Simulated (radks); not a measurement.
Trend from Zn+ to Hg+: ionisation energy by Delta-SCF between NIST ground configurations, and size. All-electron calculation, Dirac Kohn-Sham, PBE, spin-unpolarised, spherical densities, finite nucleus; Fermi nuclear charge, rms radius of each element as measured or else 0.836 A^(1/3) + 0.57 fm. Program: a radial shooting solver on a logarithmic mesh with Libxc functionals.

| species | configuration | configuration of the ion | IE (eV) | NIST (eV) | kind | outermost | <r> outermost (bohr) |
|---|---|---|---|---|---|---|---|
| Zn+ | [Ar] 3d10 4s1 | [Ar] 3d10 | 18.443 | 17.964 | exp. | 4s1/2 | 2.40 |
| Cd+ | [Kr] 4d10 5s1 | [Kr] 4d10 | 17.126 | 16.908 | exp. | 5s1/2 | 2.65 |
| Hg+ | [Xe] 4f14 5d10 6s1 | [Xe] 4f14 5d10 | 18.974 | 18.757 | exp. | 6s1/2 | 2.51 |

Reference values: NIST Atomic Spectra Database (measured). Spin polarisation and multiplet splitting are left out, so open shells lie too high by an amount that depends on their filling.

Beside tabulated values, note that spin-unpolarised runs miss the spin-polarisation part of the exchange energy of open shells.
